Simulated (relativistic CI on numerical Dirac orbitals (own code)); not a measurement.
## Transition arrays of Ru²³⁺

Method of calculation: Dirac-Coulomb-Breit CI, KLI orbitals optimised for each configuration, a model potential for QED, valence Slater integrals scaled by 0.9, whole transition arrays (own radial code, finite nucleus).

Configuration list (outside the closed core [Ne] 3s2): 3p6 3d3, 3p6 3d2 4f, 3p5 3d4, 3p6 3d2 4p, 3p6 3d2 5f. Levels of other configurations are missing.

All E1 lines from the levels of 3p6 3d3; mean and standard deviation are weighted by gf, and upper levels are sorted by their leading configuration.

```tsv
Upper configuration	Lines	Σgf	Mean (eV)	Mean (nm)	σ (eV)	Strongest line (nm)
3p6 3d2 4f	721	289.3	604.21	2.052	5.46	2.038
3p5 3d4	1718	156.9	184.23	6.730	14.90	6.445
3p6 3d2 4p	466	13.3	486.94	2.546	5.23	2.545
3p6 3d2 5f	721	82.2	786.94	1.576	5.81	1.569
```

Σgf per state of the lower configuration in bins of 0.2 nm over the central range (centre: value): 1.5: 0.66, 2.1: 2.41, 2.5: 0.11, 6.1: 0.08, 6.3: 0.31, 6.5: 0.26, 6.7: 0.17, 6.9: 0.11, 7.1: 0.08, 7.3: 0.07, 7.5: 0.06, 7.7: 0.06.

Question: How do configuration mixing and the scaling of the Slater integrals move the arrays?

Answer: Slater scale 0.9, no configuration mixing: 3p6 3d2 4f 604.1 ± 5.4 eV (Σgf 277.9), 3p5 3d4 184.4 ± 14.9 eV (Σgf 163.5), 3p6 3d2 4p 487.1 ± 5.1 eV (Σgf 13.8), 3p6 3d2 5f 786.8 ± 5.8 eV (Σgf 68.4); Slater scale 1: 3p6 3d2 4f 604.8 ± 5.9 eV (Σgf 291.6), 3p5 3d4 187.0 ± 15.8 eV (Σgf 158.3), 3p6 3d2 4p 487.0 ± 5.7 eV (Σgf 13.2), 3p6 3d2 5f 787.2 ± 6.3 eV (Σgf 82.9); Slater scale 0.8: 3p6 3d2 4f 603.6 ± 5.0 eV (Σgf 287.1), 3p5 3d4 181.5 ± 14.1 eV (Σgf 155.4), 3p6 3d2 4p 486.9 ± 4.8 eV (Σgf 13.3), 3p6 3d2 5f 786.7 ± 5.3 eV (Σgf 81.4). With mixing, levels are counted to their leading configuration, so an array can shrink or vanish into another, and the sums then hold other lines.
